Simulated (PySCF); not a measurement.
`InChI=1S/C4H9FOSi2/c1-2-3-8(6)4(5)7/h4,6,8H,1,7H3/t4-,8-/m1/s1`

Molfile (atoms numbered from 1):
```
C4H9FOSi2
     RDKit          3D

 17 16  0  0  0  0  0  0  0  0999 V2000
   -3.8506   -0.7249   -0.4580 C   0  0  0  0  0  0  0  0  0  0  0  0
   -2.5445   -0.1980   -0.1351 C   0  0  0  0  0  0  0  0  0  0  0  0
   -1.4607    0.2535    0.1387 C   0  0  0  0  0  0  0  0  0  0  0  0
    0.2301    0.9057    0.4979 Si  0  0  1  0  0  4  0  0  0  0  0  0
    0.5543    0.9879    2.0872 O   0  0  0  0  0  0  0  0  0  0  0  0
    1.4689   -0.2987   -0.3530 C   0  0  2  0  0  0  0  0  0  0  0  0
    1.3769   -1.5398    0.3107 F   0  0  0  0  0  0  0  0  0  0  0  0
    3.3100    0.2179   -0.3575 Si  0  0  0  0  0  4  0  0  0  0  0  0
   -3.8745   -1.7991   -0.2753 H   0  0  0  0  0  0  0  0  0  0  0  0
   -4.6100   -0.2422    0.1569 H   0  0  0  0  0  0  0  0  0  0  0  0
   -4.0754   -0.5395   -1.5083 H   0  0  0  0  0  0  0  0  0  0  0  0
    0.4181    2.2757    0.0434 H   0  0  0  0  0  0  0  0  0  0  0  0
    0.6636    0.1942    2.6059 H   0  0  0  0  0  0  0  0  0  0  0  0
    1.1379   -0.5077   -1.3747 H   0  0  0  0  0  0  0  0  0  0  0  0
    3.4029    1.4461   -1.1473 H   0  0  0  0  0  0  0  0  0  0  0  0
    4.0981   -0.8561   -0.9637 H   0  0  0  0  0  0  0  0  0  0  0  0
    3.7480    0.4371    1.0210 H   0  0  0  0  0  0  0  0  0  0  0  0
  1  2  1  0
  2  3  3  0
  3  4  1  0
  4  5  1  0
  4  6  1  0
  6  7  1  0
  6  8  1  0
  1  9  1  0
  1 10  1  0
  1 11  1  0
  4 12  1  6
  5 13  1  0
  6 14  1  6
  8 15  1  0
  8 16  1  0
  8 17  1  0
M  END
```

The calculation used TDDFT wB97X-D/def2-SVPD circular dichroism and optical rotation, one conformer, gas phase in PySCF 2.14.0. Geometry: GFN2-xTB.

The molecule is flexible and this is one conformer; a measurement averages over conformers.

Stereocentres: Si4 R, C6 R.

Problem. What is the specific rotation at 633, 589.3, 546, 436, 405, 365, 355 nm?

Solution. [α] in deg dm⁻¹ (g/mL)⁻¹:
| λ (nm) | origin-invariant length gauge | modified velocity gauge | length gauge (centre of mass) | isotropic polarisability (au) |
| --- | --- | --- | --- | --- |
| 633 | -96.0 | -97.1 | -96.3 | 108.1 |
| 589.3 | -112.8 | -114.2 | -113.2 | 108.6 |
| 546 | -134.5 | -136.2 | -134.9 | 109.2 |
| 436 | -232.0 | -235.0 | -232.6 | 111.8 |
| 405 | -280.7 | -284.3 | -281.3 | 113.0 |
| 365 | -371.9 | -376.9 | -372.7 | 115.1 |
| 355 | -402.2 | -407.6 | -403.1 | 115.8 |

Problem. And for the mirror image at 589.3 nm?

Solution. +112.8 deg dm⁻¹ (g/mL)⁻¹ (origin-invariant length gauge): the same size and the opposite sign.

Problem. What is the molar rotation [Φ] = [α]·M/100 of the geometry above at 589.3 nm?

Solution. With M = 148.28 g/mol, -167.3 deg cm² dmol⁻¹ (origin-invariant length gauge).

The first excitation lies at 5.91 eV (210 nm) with R = -0.1 × 10⁻⁴⁰ esu² cm² (velocity form).
